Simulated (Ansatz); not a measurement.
Geometry optimisation of Ga2N2.

```yaml
crystal:
  periodic: [false, false, false]
  atoms:
    - {symbol: Ga, position_ang: [0.597386, 1.598866, 0.989453]}
    - {symbol: Ga, position_ang: [-0.526692, 0.345055, -1.570303]}
    - {symbol: N, position_ang: [0.143957, -0.496730, 0.585033]}
    - {symbol: N, position_ang: [-0.214661, -1.447191, -0.004172]}
basis:
  gaussian: {orbitals: def2-SVP}
magnetization: {spin_polarized: true, initial_magnetization: 2}
hamiltonian: {xc: pbe, dispersion: d4}
scf: {omitted_lower_state_checks: [starts]}
output: {orbitals: {seedname: orbitals}}
relax: {f_tol: 0.02, max_steps: 100}
```

```sh
$ ansatz run in.yaml --threads 2 --pin off --events-out ev --progress --plain --max-ram 4352MiB
```

Shortened log:

```
Functional definition: PBE
mean field -107700.31274227 eV, -3957.9134913844 hartree, gradient 1.9e-5 eV, S^2 2.005413; 0 other end points of the search recorded, 0 dependent functions left out
relax step   1: F+E_penalty+E_count = -107700.46323737 eV  Δ(F+E_penalty+E_count) = +0.000e0 eV  max|allowed force component| = 6.136e-1 eV/Å  Δτ_max = 0.0000 Å  (36 SCF iters, accepted)
mean field -107700.49063412 eV, -3957.9200287894 hartree, gradient 1.8e-5 eV, S^2 2.005366; 0 other end points of the search recorded, 0 dependent functions left out
relax step   2: F+E_penalty+E_count = -107700.61742880 eV  Δ(F+E_penalty+E_count) = -1.542e-1 eV  max|allowed force component| = 1.209e0 eV/Å  Δτ_max = 0.1898 Å  (42 SCF iters, accepted)
mean field -107700.61408682 eV, -3957.9245655926 hartree, gradient 1.6e-5 eV, S^2 2.004124; 0 other end points of the search recorded, 0 dependent functions left out
relax step   3: F+E_penalty+E_count = -107700.75469558 eV  Δ(F+E_penalty+E_count) = -1.373e-1 eV  max|allowed force component| = 1.271e0 eV/Å  Δτ_max = 0.1952 Å  (43 SCF iters, accepted)
mean field -107700.60579561 eV, -3957.9242608959 hartree, gradient 1.6e-5 eV, S^2 2.003181; 0 other end points of the search recorded, 0 dependent functions left out
relax step   4: F+E_penalty+E_count = -107700.74674388 eV  Δ(F+E_penalty+E_count) = +7.952e-3 eV  max|allowed force component| = 4.046e0 eV/Å  Δτ_max = 0.1810 Å  (41 SCF iters, rejected (line search))
mean field -107700.66485599 eV, -3957.9264313250 hartree, gradient 1.0e-5 eV, S^2 2.003758; 0 other end points of the search recorded, 0 dependent functions left out
relax step   5: F+E_penalty+E_count = -107700.80797383 eV  Δ(F+E_penalty+E_count) = -5.328e-2 eV  max|allowed force component| = 4.821e-1 eV/Å  Δτ_max = 0.0904 Å  (42 SCF iters, accepted)
mean field -107700.69398610 eV, -3957.9275018369 hartree, gradient 1.3e-5 eV, S^2 2.003777; 0 other end points of the search recorded, 0 dependent functions left out
relax step   6: F+E_penalty+E_count = -107700.83532480 eV  Δ(F+E_penalty+E_count) = -2.735e-2 eV  max|allowed force component| = 6.462e-1 eV/Å  Δτ_max = 0.1000 Å  (42 SCF iters, accepted)
mean field -107700.71225336 eV, -3957.9281731462 hartree, gradient 2.1e-5 eV, S^2 2.004143; 0 other end points of the search recorded, 0 dependent functions left out
relax step   7: F+E_penalty+E_count = -107700.84807752 eV  Δ(F+E_penalty+E_count) = -1.275e-2 eV  max|allowed force component| = 4.833e-1 eV/Å  Δτ_max = 0.1499 Å  (43 SCF iters, accepted)
mean field -107700.71659813 eV, -3957.9283328136 hartree, gradient 2.6e-5 eV, S^2 2.003681; 0 other end points of the search recorded, 0 dependent functions left out
relax step   8: F+E_penalty+E_count = -107700.85485480 eV  Δ(F+E_penalty+E_count) = -6.777e-3 eV  max|allowed force component| = 8.627e-2 eV/Å  Δτ_max = 0.0960 Å  (42 SCF iters, accepted)
mean field -107700.72282925 eV, -3957.9285618031 hartree, gradient 1.6e-5 eV, S^2 2.003817; 0 other end points of the search recorded, 0 dependent functions left out
relax step   9: F+E_penalty+E_count = -107700.85833800 eV  Δ(F+E_penalty+E_count) = -3.483e-3 eV  max|allowed force component| = 2.545e-2 eV/Å  Δτ_max = 0.0419 Å  (36 SCF iters, accepted)
mean field -107700.72263767 eV, -3957.9285547626 hartree, gradient 1.3e-5 eV, S^2 2.003840; 0 other end points of the search recorded, 0 dependent functions left out
relax step  10: F+E_penalty+E_count = -107700.85860481 eV  Δ(F+E_penalty+E_count) = -2.668e-4 eV  max|allowed force component| = 3.292e-2 eV/Å  Δτ_max = 0.0129 Å  (37 SCF iters, accepted)
mean field -107700.72243034 eV, -3957.9285471434 hartree, gradient 1.4e-5 eV, S^2 2.003889; 0 other end points of the search recorded, 0 dependent functions left out
relax step  11: F+E_penalty+E_count = -107700.85836086 eV  Δ(F+E_penalty+E_count) = +2.439e-4 eV  max|allowed force component| = 2.350e-1 eV/Å  Δτ_max = 0.0047 Å  (38 SCF iters, rejected (line search))
mean field -107700.72264795 eV, -3957.9285551402 hartree, gradient 7.0e-5 eV, S^2 2.003851; 0 other end points of the search recorded, 0 dependent functions left out
relax step  12: F+E_penalty+E_count = -107700.85861923 eV  Δ(F+E_penalty+E_count) = -1.442e-5 eV  max|allowed force component| = 1.008e-3 eV/Å  Δτ_max = 0.0023 Å  (26 SCF iters, accepted)
mean field -107700.72264795 eV, -3957.9285551402 hartree, gradient 7.0e-5 eV, S^2 2.003851; 0 other end points of the search recorded, 0 dependent functions left out
Total energy: -107700.85865345 eV, -3957.9335532504 hartree
Atom 0 at     0.500306     1.540604     0.746540 Å, force    -0.000084    -0.000352    -0.000070 eV/Å
Atom 1 at    -0.481126     0.967776    -1.691761 Å, force     0.000232    -0.000943     0.001008 eV/Å
Atom 2 at     0.075743    -0.693806     0.481660 Å, force    -0.000106     0.000534    -0.000557 eV/Å
Atom 3 at    -0.094933    -1.814574     0.463572 Å, force    -0.000042     0.000760    -0.000381 eV/Å
Dipole moment:    -0.015023     0.153418    -0.101811 e Å
Checks for a lower state left out: starts
```

Hardware: 2 threads of Arm Neoverse V1 on a shared host. Wall time 29 s.

The structure comes from a short search, and lower isomers may exist.
